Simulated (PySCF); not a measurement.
# Electron correlation in Cl⁺ (chlorine, charge +1)

[Ne] 3s2 3p4, high-spin 3P determinant. All numbers are calculated (PySCF 2.14, the non-relativistic Hamiltonian (point nucleus), in def2-QZVPPD (10s7p5d2f1g, 79 functions)). Frozen: [Ne]; 6 electrons correlated.

```tsv
level	correlation energy (mhartree)
CCSD	-159.80
(T)	-5.35
CCSD(T)	-165.15
```

Diagnostics: T1 = 0.0093, D1 = 0.0290, largest double amplitude 0.037.

Cost of the coupled-cluster step: roughly 14 core-seconds, for 6 correlated electrons.

Iterations:

```
CC2 = 0
CCSD nocc = (np.int64(4), np.int64(2)), nmo = (74, 74)
frozen orbitals [[0, 1, 2, 3, 4], [0, 1, 2, 3, 4]]
max_cycle = 100
direct = 0
conv_tol = 1e-08
conv_tol_normt = 1e-06
diis_space = 8
diis_start_cycle = 0
Init t2, MP2 energy = -0.136337353106036
Init E_corr(UCCSD) = -0.136337353107623
cycle = 1  E_corr(UCCSD) = -0.153852531896642  dE = -0.0175151788  norm(t1,t2) = 0.0417753
cycle = 2  E_corr(UCCSD) = -0.157897182482443  dE = -0.00404465059  norm(t1,t2) = 0.0140676
cycle = 3  E_corr(UCCSD) = -0.159853862725182  dE = -0.00195668024  norm(t1,t2) = 0.00579412
cycle = 4  E_corr(UCCSD) = -0.159796916389117  dE = 5.69463361e-05  norm(t1,t2) = 0.000708735
cycle = 5  E_corr(UCCSD) = -0.159797983711214  dE = -1.0673221e-06  norm(t1,t2) = 9.70295e-05
cycle = 6  E_corr(UCCSD) = -0.15979864910716  dE = -6.65395946e-07  norm(t1,t2) = 2.20103e-05
cycle = 7  E_corr(UCCSD) = -0.159798690942551  dE = -4.18353908e-08  norm(t1,t2) = 5.29754e-06
cycle = 8  E_corr(UCCSD) = -0.159798708541416  dE = -1.75988651e-08  norm(t1,t2) = 1.40787e-06
cycle = 9  E_corr(UCCSD) = -0.159798697354112  dE = 1.11873044e-08  norm(t1,t2) = 4.13925e-07
cycle = 10  E_corr(UCCSD) = -0.15979869600608  dE = 1.3480313e-09  norm(t1,t2) = 1.03434e-07
UCCSD converged
E(UCCSD) = -459.2170538022899  E_corr = -0.1597986960060803
UCCSD(T) correction = -0.00535491360719529
```
